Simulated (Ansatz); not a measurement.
trans-NiH2(PH3)2 (NiP₂H₈), relaxed as a singlet with RKS PBE0-D4/def2-SVP in Ansatz, starting from the GFN2-xTB geometry. Force threshold 0.02 eV/Å.

The restricted singlet is unstable towards broken spin symmetry in Hartree–Fock (as tested in another run); at PBE0-D4/def2-SVP this wasn't settled. Another isomer (singlet) lies 0.11 eV lower at PBE0-D4/def2-TZVP; other spin states weren't run for this one.

Start:

```xyz
11

Ni   -0.017    0.017   -0.002
P     0.244    0.395    2.052
P    -0.251   -0.387   -2.053
H    -0.940    1.182   -0.114
H     1.426    0.146    2.728
H    -0.568   -0.347    2.891
H     0.007    1.616    2.662
H     0.910   -1.151    0.112
H    -0.191   -1.659   -2.595
H     0.716    0.170   -2.870
H    -1.336    0.019   -2.812
```

(1) Estimate the energy that the relaxation releases and the steps that it takes.

(2) Does the start keep its bonding and symmetry?

(3) Predict the relaxed structure.

Answers

(1) 2.7 kcal/mol, in 4 steps; 18 s on 2 threads of Arm Neoverse V1 on a shared host. No frequencies were taken in this run, so the end may be a saddle point.

(2) By distances, no bond broke or formed. The bond that changes most is P3–H10, from 1.38 to 1.42 Å (atoms count from 1).

(3) 
```xyz
11

Ni   -0.034    0.035   -0.002
P     0.231    0.394    2.048
P    -0.248   -0.390   -2.047
H    -0.868    1.273   -0.197
H     1.493    0.175    2.663
H    -0.529   -0.440    2.913
H    -0.064    1.627    2.695
H     0.813   -1.202    0.193
H    -0.150   -1.702   -2.585
H     0.738    0.210   -2.880
H    -1.381    0.020   -2.801
```
Bond lengths: 2 × Ni–P 2.10 Å; 6 × H–P 1.42 Å; 2 × H–Ni 1.51 Å.
